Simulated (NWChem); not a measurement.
Species: VNHCl₃; SMILES [Cl][V]([Cl])([Cl])=[NH]

Not confirmed as a minimum by frequencies.

Task: Give the equilibrium geometry at PBE0/def2-SVP (NWChem) as a list of bonds and angles, with the point group.

Result: point group C3v; any orientation.
Bond lengths (Å): V1–N2 1.575, V1–Cl4 2.141, V1–Cl5 2.141, V1–Cl6 2.141, N2–H3 1.022. Bond angles (°): N2–V1–Cl4 106.9, N2–V1–Cl5 106.9, N2–V1–Cl6 106.9, Cl4–V1–Cl5 111.9, Cl4–V1–Cl6 111.9, Cl5–V1–Cl6 111.9, V1–N2–H3 180.0.
